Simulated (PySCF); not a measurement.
**Configurations of LaSe**

Unrestricted PBE0; basis La def2-TZVPP with ECP46, Se def2-TZVPP; scalar-relativistic core potentials; PySCF 2.14. The search starts from ions with several 4f fillings and holds each by maximum overlap.

The lowest solution has 2Ms+1 = 2, about 0.1 4f electrons, near 2.54 Å.

Solutions at the starting distance of 2.493 Å, counted from the lowest; the search is not exhaustive:

```tsv
2Ms+1	4f population	E (eV)	⟨S²⟩	⟨Lz²⟩	μ (D)
2	0.07	0.00	0.75	0.0	-6.40
2	0.07	0.46	0.76	4.0	-8.65
2	0.09	1.14	0.76	1.0	-6.01
4	0.07	2.45	3.76	5.0	-3.50
4	0.08	2.54	3.76	4.0	-3.34
4	0.07	3.01	3.76	2.0	-1.87
4	0.09	3.10	3.76	1.1	-1.90
```

Partly filled real f orbitals mix terms, so no term symbols are given. A positive dipole means La(−)Se(+).

Spin–orbit coupling is left out. Counting both spins, an empty level lies below a filled one in some of these solutions, because spin and occupation are held. With d or f electrons several states lie close, and the lowest PBE0 determinant need not be the measured ground state.
